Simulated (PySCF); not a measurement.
# From computed data to an observable: chemical shift, span and skew from a shielding tensor

CH₈Si₂, SMILES [SiH3]C[SiH3]. Atoms are numbered in the order given.

```xyz
11

Si     1.5988     0.0000    -0.1827
C      0.0000     0.0000     0.8219
Si    -1.5988     0.0000    -0.1827
H      2.7906     0.0000     0.7167
H      1.6616     1.2107    -1.0533
H      1.6616    -1.2107    -1.0533
H      0.0000    -0.8856     1.4815
H      0.0000     0.8856     1.4815
H     -1.6616     1.2107    -1.0533
H     -1.6616    -1.2107    -1.0533
H     -2.7906     0.0000     0.7167
```
Charge 0, spin multiplicity 1.

Geometry optimised at B3LYP-D3(BJ)/def2-SVP.

GIAO shieldings from HF/pcSseg-1 in PySCF, non-relativistic, no solvent. The symmetric part of the tensor of Si1 has the principal values 426.1, 433.9, 496.8 ppm. The same nucleus in TMS has σ = 393.8 ppm at this level (PySCF, at its B3LYP-D3(BJ)/def2-TZVP geometry).

Question: Work out the isotropic shielding, the ²⁹Si shift against TMS, the span and the skew.

Answer: 
σ(iso) = (σ11 + σ22 + σ33)/3 = 452.3 ppm. δ = σ(ref) − σ(iso) = 393.8 − (452.3) = -58.5 ppm.
Span Ω = σ33 − σ11 = 70.7 ppm. Skew κ = 3(σ(iso) − σ22)/Ω = 0.78. Tumbling in solution averages the tensor to δ; in a static solid the shielding alone would spread this spin-1/2 line over Ω.
